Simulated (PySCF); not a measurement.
C₂HNO, SMILES `C(#N)C=O`, neutral singlet in the gas phase. 

Cartesian coordinates (Å):
```xyz
5

N      2.0160    -0.1070     0.1074
C      0.8663    -0.0677     0.0781
C     -0.5981     0.0343     0.0647
O     -1.3011    -0.8346    -0.3681
H     -0.9877     0.9756     0.4841
```
Charge 0, multiplicity 1.

All levels are single points at this geometry (B3LYP-D3(BJ)/def2-TZVP); Pople sets use spherical d functions. Orbital energies aren't observables, and empty levels follow the basis.

| level | HOMO (eV) | LUMO (eV) | gap (eV) | dipole (D) | vertical IE, Delta-SCF (eV) |
|---|---|---|---|---|---|
| B3LYP-D3(BJ)/def2-TZVP in PySCF | -8.97 | -3.36 | 5.61 | 2.43 | 11.82 |
| PBE-D3(BJ)/def2-TZVP in PySCF | -7.45 | -4.17 | 3.28 | 2.30 | 11.50 |
| B3LYP/3-21G in PySCF | -8.35 | -2.70 | 5.65 | 2.16 | – |
| BP86/6-31G* in PySCF | -7.23 | -3.91 | 3.32 | 2.20 | – |
| SVWN5/6-31G* in PySCF | -7.21 | -4.05 | 3.15 | 2.22 | 11.52 |
| HF/STO-3G in PySCF | -11.07 | 5.26 | 16.33 | 2.15 | – |
